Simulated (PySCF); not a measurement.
SeCl4, SMILES Cl[Se](Cl)(Cl)Cl. Atoms are numbered in the order given.

```xyz
5

Se     0.0000     0.0000     0.3858
Cl     1.7217     0.0000    -1.0117
Cl     0.0000     2.3434     0.6259
Cl    -1.7217     0.0000    -1.0117
Cl     0.0000    -2.3434     0.6259
```

Geometry: PBE-D3(BJ)/def2-SVP. The isomer is the one that the SMILES or the coordinates give; other isomers of the formula were not compared.

Computed with PySCF with PBE0/pcSseg-1.

GIAO shieldings, no solvent; atoms listed in one row are averaged. δ = σ(ref) − σ: ⁷⁷Se against Me2Se (σ = 1740.1 ppm); ³⁵Cl against HCl (σ = 945.9 ppm), references at their B3LYP-D3(BJ)/def2-TZVP geometries, non-relativistic (without spin–orbit terms, shifts of atoms bonded to Cl or Br come out too high).

```tsv
nucleus	atoms	count	δ (ppm)
⁷⁷Se	Se1	1	1596.0
³⁵Cl	Cl2, Cl4	2	930.1
³⁵Cl	Cl5, Cl3	2	712.0
```
